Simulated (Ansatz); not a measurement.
A structure relaxed at PBE0-D4/def2-TZVP, charge 0, multiplicity 2:

Cartesian coordinates in Å:
```
Cl -0.312 -1.562 1.095
Si -0.308 -0.149 -0.380
Cl -0.971 1.628 0.380
Cl 1.591 0.083 -1.095
```

(1) Give its formula and SMILES.

(2) Point group (tolerance 0.08 Å, 0.16 Å for H)?

(3) Summarise the bond lengths by kind.

Answers

(1) Cl3Si, `Cl[Si](Cl)Cl`.

(2) C3v.

(3) 3 × Cl–Si 2.043 Å.

All numbers were calculated with Ansatz.
